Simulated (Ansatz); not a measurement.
Ideal-gas functions of C2H4BrSi (`C=C[SiH]Br`) radical at 800 K and 1 bar, from an Ansatz frequency run at PBE0-D4/def2-TZVP.

Molar mass 136.04 g/mol, point group C1 (symmetry number 1), electronic degeneracy 2, moments of inertia 67.512, 261.945, 326.77 u Å². Harmonic wavenumbers (cm⁻¹, unscaled): 115, 147, 345, 408, 454, 618, 669, 761, 987, 1004, 1019, 1281, 1426, 1626, 2202, 3131, 3144, 3228.

Use S(trans) = R[1.5 ln M + 2.5 ln T − 1.1517]; rotational temperatures θ = 24.2544 K / I; S(rot) = R[ln(√π/σ · √(T³/θAθBθC)) + 1.5]; for each mode x = 1.438777 ν̃/T, S = R[x/(eˣ − 1) − ln(1 − e⁻ˣ)] and H = RT x/(eˣ − 1); 1 cm⁻¹ = 0.0119627 kJ/mol; R = 8.31446 J/(mol·K).

Problem. By hand: the entropy, in J/(mol·K).

Solution. Translation 190.6. Rotation: θ = 0.3593, 0.0926, 0.0742 K, giving 125.6. Vibration, mode by mode: 21.43, 19.40, 12.41, 11.07, 10.23, 7.85, 7.26, 6.33, 4.56, 4.45, 4.35, 3.00, 2.44, 1.84, 0.80, 0.20, 0.19, 0.17, in all 118.0. Electronic 5.8. Sum 440.0 J/(mol·K).

Problem. By hand: H − E and G − E in kJ/mol, counted from the electronic energy.

Solution. Zero-point energy ½ × 22565 × 0.0119627 = 135.0; thermal vibration 47.8; translation, rotation and pV give 4 RT = 26.6. H − E = 209.4 kJ/mol, and G − E = 209.4 − 800 × 440.0/1000 = -142.6 kJ/mol.

Vibration gives 27 % of the entropy, 40.8 J/(mol·K) of it from the modes under 150 cm⁻¹: soft modes count most, and the harmonic formula is weakest for them. The sum counts one conformer and one mirror image; others add a mixing term.
